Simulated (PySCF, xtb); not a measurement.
MgHCl, SMILES [MgH][Cl].

xtb with GFN2-xTB at its own geometry gives an orbital gap of 3.66 eV and a dipole moment of 2.14 D.

The structure is a stationary point at r2SCAN-D4/def2-TZVPD.

Q: What does PBE0/def2-TZVPD (PySCF) give? (An estimate is asked for; the answer gives what the named calculation found.)

A: gap 7.25 eV (levels -8.28 and -1.03 eV), dipole 1.61 D.
